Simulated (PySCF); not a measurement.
**Two-component Hartree-Fock for Ti (titanium, neutral)**

Start: [Ar] 3d4; 3d5/2 filled at m_j = -1/2, +1/2, +3/2, +5/2. Calculated with PySCF 2.14 in x2c-SVPall-2c with one added diffuse shell each of s, d type (6s5p4d1f, 48 functions): generalised Hartree-Fock with the X2C-1e Hamiltonian and a Gaussian nucleus; one run each with spin-orbit coupling (SO) switched off, then screened by Boettger's factors. This is a chosen level, not necessarily the ground level.

| spinor shell | electrons | ε, spin-free (eV) | ε, screened SO (eV) | weight of nominal j (screened SO) | rms radius, screened SO (bohr) |
| --- | --- | --- | --- | --- | --- |
| 1s1/2 | 2 | -5047.3 | -5047.2 | 1.000 | 0.0805 |
| 2s1/2 | 2 | -620.98 | -620.98 | 1.000 | 0.350 |
| 2p1/2 | 2 | -516.93 | -520.92 | 1.000 | 0.318 |
| 2p3/2 | 4 | -516.93 | -514.96 | 1.000 | 0.321 |
| 3s1/2 | 2 | -105.63 | -105.63 | 1.000 | 1.07 |
| 3p1/2 | 2 | -74.480 | -75.016 | 0.950 | 1.15 |
| 3p3/2 | 4 | -74.480 | -74.215 | 0.975 | 1.15 |
| 3d5/2 | 4 | -3.547 | -3.547 | 0.698 | 5.41 |

```
   quantity   spin-free  screened SO
E (hartree)  -850.89707   -850.90128
        M_J           4            4
       ⟨J²⟩      20.003       20.003
       ⟨L²⟩       6.003        6.004
       ⟨S²⟩       6.000        6.000
```

Each row is a mean over spinors that exchange with the open shell spreads, by up to 0.520 eV (3p3/2).

Rows whose weight is well below 1 are mixtures of j = l ± 1/2: exchange outweighs spin-orbit coupling there, and the label is only the starting occupation.

Without spin-orbit coupling the j labels of p, d and f shells carry no meaning; the spin-free column gives the mean over the occupied spinors of each nl shell.
